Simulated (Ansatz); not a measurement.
The same path of a periodic cell of 19 atoms, PdC18 (surface graphene monolayer, adsorbate Pd) was run twice with different band settings.

Theory: Ansatz, DFT PBE, scalar-relativistic, plane waves, PAW. Settings: cutoff 420 eV, k mesh 2x2x1, gaussian smearing 0.05 eV, no spin polarisation.

Relaxed end points:

```xyz
19
Lattice="7.3980 0.0000 0.0000 -3.6990 6.4069 0.0000 0.0000 0.0000 11.0000" Properties=species:S:1:pos:R:3
C 0.014 -0.037 1.122
C 1.255 0.682 1.020
C -1.233 2.118 1.020
C 0.011 2.816 0.963
C -2.463 4.240 0.980
C -1.224 4.949 0.977
C 2.469 -0.031 0.980
C 3.708 0.677 0.980
C 1.237 2.108 0.963
C 2.476 2.812 0.953
C 0.002 4.241 0.953
C 1.241 4.946 0.964
C 4.922 -0.035 1.020
C 6.163 0.684 1.122
C 3.702 2.105 0.977
C 4.941 2.813 0.980
C 2.467 4.238 0.963
C 3.711 4.935 1.020
Pd 3.087 6.732 3.162
```

```xyz
19
Lattice="7.3980 0.0000 0.0000 -3.6990 6.4069 0.0000 0.0000 0.0000 11.0000" Properties=species:S:1:pos:R:3
C 0.019 -0.011 1.077
C 1.266 0.705 1.071
C -1.205 2.121 0.959
C 0.023 2.834 0.968
C -2.429 4.250 0.988
C -1.207 4.968 0.945
C 2.503 -0.022 0.988
C 3.721 0.699 0.969
C 1.265 2.126 1.010
C 2.487 2.835 0.996
C 0.031 4.253 0.944
C 1.256 4.969 0.968
C 4.959 -0.017 0.959
C 6.172 0.708 0.984
C 3.728 2.119 0.986
C 4.954 2.835 0.969
C 2.490 4.249 1.010
C 3.721 4.958 1.071
Pd 4.058 6.199 3.136
```

Common settings: movable images 3; climbing image yes; optimiser quadratic models (default); force threshold 0.05 eV/Å; end points relaxed.

| run | spring | start path | iteration limit |
| --- | --- | --- | --- |
| 1 | 2.0 to 10.0 eV/Å², energy-weighted | straight line | 23 |
| 2 | 5.0 eV/Å² | default | 8 |

Problem. What does each run give, and how far can it be trusted?

Solution. Run 1: converged after 5 iterations, highest image 0.073 eV above the first end. The order of the stationary point at the top wasn't checked.
Run 2: converged after 4 iterations, highest image 0.073 eV above the first end. The order of the stationary point at the top wasn't checked.
Limits of this set-up: coarse k mesh, slab without dipole correction.
